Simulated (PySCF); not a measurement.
## Spinor energies of Cu²⁺ (copper, charge +2)

Start: [Ar] 3d9; 3d3/2 filled at m_j = -1/2, +1/2, +3/2; 3d5/2 filled at m_j = -5/2, -3/2, -1/2, +1/2, +3/2, +5/2. Calculated with PySCF 2.14 in x2c-QZVPPall-2c: generalised Hartree-Fock with the X2C-1e Hamiltonian and a Gaussian nucleus; one run each with spin-orbit coupling (SO) screened by Boettger's factors, then bare. This is a chosen level, not necessarily the ground level.

```tsv
spinor shell	electrons	ε, screened SO (eV)	ε, bare SO (eV)	weight of nominal j (bare SO)	rms radius, bare SO (bohr)
1s1/2	2	-9074.0	-9074.0	1.000	0.0601
2s1/2	2	-1160.3	-1160.3	1.000	0.254
2p1/2	2	-1014.6	-1015.7	1.000	0.226
2p3/2	4	-994.25	-993.76	1.000	0.229
3s1/2	2	-166.73	-166.74	1.000	0.763
3p1/2	2	-118.21	-118.33	0.928	0.804
3p3/2	4	-117.47	-117.43	0.964	0.813
3d3/2	3	-39.589	-39.898	0.680	1.02
3d5/2	6	-39.824	-39.667	0.840	1.03
```

| quantity | screened SO | bare SO |
| --- | --- | --- |
| E (hartree) | -1652.32820 | -1652.33161 |
| M_J | 3/2 | 3/2 |
| ⟨J²⟩ | 3.766 | 3.759 |
| ⟨L²⟩ | 6.005 | 6.006 |
| ⟨S²⟩ | 0.752 | 0.752 |

Each row is a mean over spinors that exchange with the open shell spreads, by up to 6.544 eV (3p1/2).

Rows whose weight is well below 1 are mixtures of j = l ± 1/2: exchange outweighs spin-orbit coupling there, and the label is only the starting occupation.
